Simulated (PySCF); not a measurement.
Telling isomers of C6H13NOSi apart by NMR

- geometry from GFN2-xTB
- shielding tensors at PBE0/pcSseg-1 (GIAO)
- program: PySCF 2.14
- no solvent, relativity neglected, one computed conformer, averaged over atoms made equivalent by symmetry, fast rotation or ring inversion

δ = σ(ref) − σ, references computed at the same level: TMS for $^{1}$H, $^{13}$C. Where no couplings were computed, multiplicities follow the n + 1 count of equivalent neighbours, and m marks all less simple cases (inequivalent or close neighbours, rings, F or P nearby). Shifts are as computed. Against solution values, carbons near 30 ppm lie about +3 ppm off and those near 130 ppm about +5 ppm. Of 1211 compounds with measured shifts, 218 miss one by over three times the rms of a fit or turn the order of signals round; such compounds aren't used in these exercises.

(1) Tabulate the signals of `C=NC(=C)O[SiH2]C(C)C`, `C=C/C(C)=N\[C@@H]([SiH3])OC` and their relative energies.

(2) What is the quickest way to tell C=NC(=C)O[SiH2]C(C)C from C=C/C(C)=N\[C@@H]([SiH3])OC?

Answers

(1) 
```tsv
SMILES	carbon types	δC	δH	E rel. (kcal/mol)
C=NC(=C)O[SiH2]C(C)C	1×C 1×CH 2×CH2 2×CH3	169.5, 154.3, 79.5, 18.8, 17.1	7.91 (d, 1H), 7.10 (d, 1H), 4.75 (d, 2H), 4.04 (m, 1H), 3.94 (m, 1H), 1.17 (m, 1H), 1.10 (m, 6H)	0.0
C=C/C(C)=N\[C@@H]([SiH3])OC	1×C 2×CH 1×CH2 2×CH3	161.9, 140.5, 128.0, 92.1, 58.9, 27.0	7.90 (m, 1H), 5.84 (m, 1H), 5.73 (m, 1H), 5.56 (q, 1H), 3.88 (d, 3H), 3.49 (s, 3H), 2.22 (s, 3H)	35.8
```

Energies are electronic energies at PBE0/pcSseg-1 on these geometries, without zero-point or thermal terms, each for the one conformer computed, which needn't be the lowest.

(2) Count the carbon signals: 5 against 6. The first has an sp3 CH bonded to Si at 17.1 ppm, the second an alkene CH at 140.5 ppm. Their most deshielded carbons lie at 169.5 and 161.9 ppm.
